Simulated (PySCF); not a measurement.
CH$_{3}$ (SMILES [CH3]), doublet, at a GFN2-xTB geometry. Base run: PBE0/aug-cc-pVDZ (PySCF).

Here is a job for PySCF.
```python
from pyscf import gto, scf, dft

mol = gto.Mole()
mol.atom = '''
    C     0.00000000   -0.00000000    0.00000000
    H    -0.02827582    1.06704109   -0.00728260
    H     0.93823542   -0.50900640    0.00748446
    H    -0.90995960   -0.55803469   -0.00020186
'''
mol.basis = 'aug-cc-pvdz'
mol.spin = 1
mol.verbose = 4
mol.build()

mf = dft.UKS(mol)
mf.xc = 'pbe0'
mf.kernel()
mf.analyze()
```

Each row names what was changed in the base input (with any setting that the change needs).

| change | basis functions | E (Eh) | HOMO (eV) |
|---|---|---|---|
| base | 50 | -39.78605 | -6.80 |
| basis = cc-pVDZ-DK; relativity = spin-free X2C; nucleus = Gaussian (with mol.nucmod = 'G') | 29 | -39.79704 | -6.64 |
| basis = x2c-TZVPall; relativity = none | 49 | -39.79829 | -6.81 |
| basis = jorge-DZP-DKH; relativity = none | 30 | -39.78121 | -6.73 |
| basis = cc-pVDZ-DK; relativity = spin-free X2C | 29 | -39.79704 | -6.64 |
| basis = x2c-TZVPall; relativity = spin-free X2C; nucleus = Gaussian (with mol.nucmod = 'G') | 49 | -39.81375 | -6.81 |
| basis = jorge-DZP-DKH; relativity = spin-free X2C | 30 | -39.79649 | -6.73 |
| basis = jorge-DZP-DKH; relativity = spin-free X2C; nucleus = Gaussian (with mol.nucmod = 'G') | 30 | -39.79648 | -6.73 |
| basis = x2c-TZVPall; relativity = spin-free X2C | 49 | -39.81376 | -6.81 |
| basis = cc-pVDZ-DK; relativity = none | 29 | -39.78150 | -6.64 |

Totals shift with the method and basis; they matter in differences.

Open shells are given as the SCF converged; they aren't shown to be the lowest states, and a large step between rows can be another state.

Basis sets contracted for a relativistic Hamiltonian are a mismatch without it, so the rows without relativity aren't non-relativistic limits. No row has spin-orbit coupling; sets with core potentials leave out the core electrons.
